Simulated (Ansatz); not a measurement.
Pulling on the C2–H3 bond in CH5NSi (SMILES C[Si]N) (multiplicity 1 held, fragments rigid). Energies count from the point at 1.093 Å.
Geometry at that point (charge 0, multiplicity 1):
```xyz
8

Si    -0.27696    -0.02987     0.65336
C      0.58142     1.33956    -0.37081
H      0.13316     2.31549    -0.16726
H      0.57863     1.17210    -1.45148
H      1.62575     1.40796    -0.04207
N     -0.21932    -1.29506    -0.50310
H      0.15769    -1.23076    -1.43932
H     -0.57108    -2.21853    -0.30037
```

R- and RO- levels are restricted; in cc, def2 and unpolarised 6-31G sets they are followed outwards from rest. U- levels take the lowest unrestricted solution at each point, which mixes spins at long bonds. Active spaces are followed from a long bond inwards. Levels need not reach the same state.

Correlated levels freeze the cores.

Codes used: Ansatz (Gaussian basis) for Hartree–Fock, density functionals and correlated methods. Each number belongs to the level named beside it.

Energies in kcal/mol.

```tsv
R (Å)	R-r2SCAN/cc-pV(T+d)Z	R-B3LYP/cc-pV(T+d)Z	U-wB97X-V/cc-pV(T+d)Z	FIC-NEVPT4(SD) on CASSCF(2,2)/cc-pV(T+d)Z	FIC-MRCISD on CASSCF(2,2)/cc-pV(T+d)Z	FIC-MRCISD+Q on CASSCF(2,2)/cc-pV(T+d)Z
0.874	28.3	27.9	28.9	28.5	28.5	28.5
0.984	5.6	5.5	5.8	5.7	5.6	5.6
1.093	0.0	0.0	0.0	0.0	0.0	0.0
1.202	3.7	3.7	3.7	3.6	3.6	3.7
1.312	12.2	12.1	12.3	12.1	12.1	12.2
1.476	28.7	28.5	29.4	28.4	28.3	28.5
1.640	46.2	45.8	47.8	45.3	45.1	45.5
1.913	72.9	72.2	76.7	70.0	69.4	70.1
2.186	94.7	94.0	98.0	88.1	87.2	88.2
2.514	114.6	114.1	108.6	101.4	100.1	101.5
2.951	132.7	132.6	113.3	109.5	107.8	109.5
3.498	145.8	146.8	114.8	112.5	110.6	112.4
```

Doubts at one or more of the structures used: a restricted determinant that unrestricted orbitals would lower (R-r2SCAN/cc-pV(T+d)Z, R-B3LYP/cc-pV(T+d)Z); a spin-contaminated determinant (U-wB97X-V/cc-pV(T+d)Z).

Ansatz is a first-principles code.
